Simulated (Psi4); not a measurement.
Here is a job for Psi4.
```
memory 2 GB

molecule {
0 3
  F    -0.99621526    0.24724638    0.11745443
  B     0.04267924   -0.54682470   -0.35213529
  O     1.09406763    0.06361327    0.08794831
}

set basis def2-svp
set reference uks

energy('b3lyp')
print_variables()
```

Problem. What does this run give for the dipole moment, <S^2>, total energy, nuclear repulsion energy, number of basis functions?

Solution. 
```yaml
dipole_moment: 0.89 D
"<S^2>": 2.003
total_energy: -199.6866 Eh
nuclear_repulsion_energy: 51.6663 Eh
number_of_basis_functions: 42
```

These values belong to the state on which the SCF converged, which isn't shown to be the lowest.
